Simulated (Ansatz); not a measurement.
Z-matrix (Å, degrees):
```
W
O 1 1.880
O 1 1.861 2 97.6
F 1 1.903 2 99.7 3 -174.0
O 1 1.935 2 78.4 3 99.8
O 1 1.888 2 90.4 3 -91.4
O 1 1.929 2 164.9 3 89.9
H 1 2.500 2 98.7 3 100.2
H 1 2.485 2 20.0 3 97.9
H 1 2.496 2 155.6 3 147.2
H 3 0.960 1 124.1 2 179.7
H 6 0.960 1 123.0 2 -81.0
```

The species carries charge 0 and has multiplicity 1. W takes the def2 core potential.

Task: List the B3LYP/def2-TZVPP orbital energies in eV (Ansatz 0.2.0). (Estimate.)

Result: The calculation gave: Occupied: -670.86, -521.45, -521.19, -521.07, -520.79, -520.58, -84.62, -47.74, -47.63, -47.57, -31.18, -27.79, -27.52, -27.33, -26.84, -26.64, -15.35, -15.16, -14.72, -13.86, -13.40, -12.48, -12.25, -12.18, -11.47, -10.62, -10.34, -10.27, -9.98, -9.62, -9.35, -9.21, -8.86, -8.76. Lowest empty: -2.75, -2.51, -2.31, 0.03, 0.95, 1.16, 1.47, 1.71.

B3LYP here is the variant with VWN-RPA as its local correlation; programs differ in this.
